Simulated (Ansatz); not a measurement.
`[F][Ge]([F])([F])[SeH]` + HI → `[F][Ge]([F])([F])[I]` + H₂Se at 700 K and 1 bar (ligand exchange at a Ge–Se bond).

Computed with Ansatz on PBE0-D4/def2-TZVP structures; ΔE is electronic, products minus reactants. CCSD(T)/CBS adds triple-zeta CCSD(T) − MP2 to the extrapolated MP2 energy (def2 sets, frozen cores). def2 core potentials past Kr. For Ge, I, Se outer-core shells are correlated without core-valence functions, which leaves a few kJ/mol of doubt a bond. Scalar relativity is left out up to krypton. Each species was taken in one conformer, which may not be the lowest.

```csv
species,CCSD(T)/CBS energy (Eh),H − E (kJ/mol),S (J/(mol·K))
`[F][Ge]([F])([F])[SeH]`,-4776.93734,107.0,462.1
HI,-298.03592,34.6,231.7
`[F][Ge]([F])([F])[I]`,-2673.08048,79.6,429.4
H₂Se,-2401.89790,61.1,251.1
```

H − E and S are ideal-gas, rigid-rotor, harmonic terms from PBE0-D4/def2-TZVP, for one conformer and one mirror image of each species. 1 Eh = 2625.50 kJ/mol, R = 8.31446 J/(mol·K).

Task: By hand: ΔE, ΔH, ΔS and ΔG.

Result: ΔE = (-2673.08048) + (-2401.89790) − (-4776.93734) − (-298.03592) = -0.00512 Eh = -13.4 kJ/mol. Δ(H − E) = 79.6 + 61.1 − 107.0 − 34.6 = -0.9, so ΔH = -14.3 kJ/mol. ΔS = 429.4 + 251.1 − 462.1 − 231.7 = -13.3 J/(mol·K). ΔG = -14.3 − 700 × (-13.3)/1000 = -5.0 kJ/mol.

Task: By hand: the equilibrium constant, and the temperature at which ΔG would vanish if ΔH and ΔS stayed fixed.

Result: log₁₀ K = −ΔG/(RT ln 10) = 0.4. ΔG = 0 at ΔH/ΔS = 1075 K, though so small a ΔS makes that figure unsure.

TΔS isn't small against ΔH here. The sign of ΔG lies within the doubt. A doubt of 5 kJ/mol in ΔE shifts log₁₀ K by 0.4 here. Other conformers and mirror images would add mixing entropy, several J/(mol·K) or more a flexible species. These are equilibria of isolated gas molecules and say nothing of rates. Largest T1 diagnostic: 0.012 (customary marks: 0.02 for closed shells, 0.045 for open ones).
